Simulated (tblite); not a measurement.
Parent: `[CH3:1][C:2](=[O:3])[c:4]1[n:5][n:6]([CH3:7])[n:8][c:9]1[CH3:10]` with C1–C2–C4–N5 -1°, C6H9N3O.

Computed geometry: GFN2-xTB, gas phase. One conformer each, not checked by frequencies here.

```csv
coordinate of the parent,value
C1–C2,1.505 Å
C2=O3,1.212 Å
C2–C4,1.463 Å
C4–N5,1.338 Å
N5–N6,1.301 Å
N6–C7,1.431 Å
N6–N8,1.317 Å
N8–C9,1.326 Å
C9–C10,1.478 Å
C4–C9,1.417 Å
C1–C2–O3,123.4°
C1–C2–C4,114.7°
O3–C2–C4,121.9°
C2–C4–N5,123.9°
C2–C4–C9,128.7°
N5–C4–C9,107.4°
C4–N5–N6,105.0°
N5–N6–C7,122.8°
N5–N6–N8,115.2°
C7–N6–N8,122.1°
N6–N8–C9,105.3°
N8–C9–C10,123.6°
C4–C9–N8,107.2°
C4–C9–C10,129.2°
```

How does the shared frame change in `[CH3:1][CH2:2][c:3]1[n:4][n:5]([CH3:6])[n:7][c:8]1[CH3:9]` with C1–C2–C3–N4 -91°, C6H11N3? Atoms pair as C1 = C1, C2 = C2, C4 = C3, N5 = N4, N6 = N5, C7 = C6, N8 = N7, C9 = C8, C10 = C9 (parent first).

| parent | relative | value in the relative | change |
| --- | --- | --- | --- |
| C1–C2 | C1–C2 | 1.530 Å | +0.025 |
| C2–C4 | C2–C3 | 1.487 Å | +0.024 |
| C4–N5 | C3–N4 | 1.329 Å | -0.009 |
| N5–N6 | N4–N5 | 1.312 Å | +0.011 |
| N6–C7 | N5–C6 | 1.430 Å | -0.001 |
| N6–N8 | N5–N7 | 1.313 Å | -0.004 |
| N8–C9 | N7–C8 | 1.329 Å | +0.003 |
| C9–C10 | C8–C9 | 1.484 Å | +0.006 |
| C4–C9 | C3–C8 | 1.409 Å | -0.008 |
| C1–C2–C4 | C1–C2–C3 | 110.8° | -3.9 |
| C2–C4–N5 | C2–C3–N4 | 123.2° | -0.7 |
| C2–C4–C9 | C2–C3–C8 | 129.2° | +0.5 |
| N5–C4–C9 | N4–C3–C8 | 107.6° | +0.2 |
| C4–N5–N6 | C3–N4–N5 | 105.1° | +0.1 |
| N5–N6–C7 | N4–N5–C6 | 122.7° | -0.1 |
| N5–N6–N8 | N4–N5–N7 | 114.7° | -0.5 |
| C7–N6–N8 | C6–N5–N7 | 122.6° | +0.5 |
| N6–N8–C9 | N5–N7–C8 | 105.1° | -0.2 |
| N8–C9–C10 | N7–C8–C9 | 123.0° | -0.6 |
| C4–C9–N8 | C3–C8–N7 | 107.5° | +0.3 |
| C4–C9–C10 | C3–C8–C9 | 129.5° | +0.3 |

Of the parent's bonds, C1–C2 and C2–C4 change most and about equally (+0.024 to +0.025 Å).

How does the shared frame change in `[CH3:1][C:2](=[O:3])[c:4]1[n:5][n:6]([CH3:7])[n:8][c:9]1[SiH3:10]` with C1–C2–C4–N5 0°, C5H9N3OSi? Atoms pair as C1 = C1, C2 = C2, O3 = O3, C4 = C4, N5 = N5, N6 = N6, C7 = C7, N8 = N8, C9 = C9 (parent first).

```csv
parent,relative,value in the relative,change
C1–C2,C1–C2,1.501 Å,-0.004
C2=O3,C2=O3,1.217 Å,+0.005
C2–C4,C2–C4,1.451 Å,-0.012
C4–N5,C4–N5,1.335 Å,-0.003
N5–N6,N5–N6,1.305 Å,+0.004
N6–C7,N6–C7,1.431 Å,0.000
N6–N8,N6–N8,1.318 Å,+0.001
N8–C9,N8–C9,1.325 Å,-0.001
C4–C9,C4–C9,1.413 Å,-0.004
C1–C2–O3,C1–C2–O3,124.0°,+0.6
C1–C2–C4,C1–C2–C4,116.7°,+2.0
O3–C2–C4,O3–C2–C4,119.3°,-2.6
C2–C4–N5,C2–C4–N5,128.1°,+4.2
C2–C4–C9,C2–C4–C9,123.4°,-5.3
N5–C4–C9,N5–C4–C9,108.5°,+1.1
C4–N5–N6,C4–N5–N6,104.1°,-0.9
N5–N6–C7,N5–N6–C7,122.3°,-0.5
N5–N6–N8,N5–N6–N8,115.3°,+0.1
C7–N6–N8,C7–N6–N8,122.4°,+0.3
N6–N8–C9,N6–N8–C9,105.5°,+0.2
C4–C9–N8,C4–C9–N8,106.6°,-0.6
```

Of the parent's bonds, C2–C4 changes most (-0.012 Å). Bonds of the relative outside the shared frame: C9–Si10 1.876 Å.
